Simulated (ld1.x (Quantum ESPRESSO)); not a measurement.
# PBE TM dataset for sulfur (S), scalar-relativistic all-electron reference.

sulfur, norm-conserving Troullier–Martins (Kleinman–Bylander form), made with ld1.x (Quantum ESPRESSO) 7.5 (PBE, scalar-relativistic). Core [Ne], reference 3s2 3p3.5 (charge +0.5). Waves: 3s (bound): rc 1.55 bohr; 3p (bound): rc 1.75 bohr. Local part: all-electron potential smoothed inside 1.25 bohr (lloc = -1). Core correction: a·sin(br)/r model core inside 1.45 bohr.

All-electron outer shells of the reference configuration (PBE, scalar-relativistic, ld1.x):

```
shell  level (eV)  outermost node (bohr)  outermost maximum (bohr)
   3s      -22.24                   0.60                      1.40
   3p      -11.70                   0.58                      1.57
```

Problem. Estimate the cutoffs (Ry, on a coarse ladder) from which the occupation-weighted sum of valence levels, in a spherical-Bessel basis at the reference potential, stays within 10 and 1 mRy of its value at 400 Ry.

Solution. 30 Ry and 55 Ry.

Problem. Does the potential have ghost states?

Solution. No extra level below or beside the all-electron valence levels (s, p, d, f tested).

Problem. Which valence shell sets the plane-wave cutoff?

Solution. 3s: its level needs 50 Ry to come within 1 mRy, against 25 Ry for 3p.

Problem. Tests: 3s2 3p4; 3s2 3p3; 3s2 3p2; 3s2 3p1; 3s1 3p4; 3s2 3p0; 3s1 3p5. Which has the largest error in its energy relative to the reference configuration, and how large is it?

Solution. 3s2 3p0, with +216 meV (all-electron minus pseudo) on +110.23 eV.
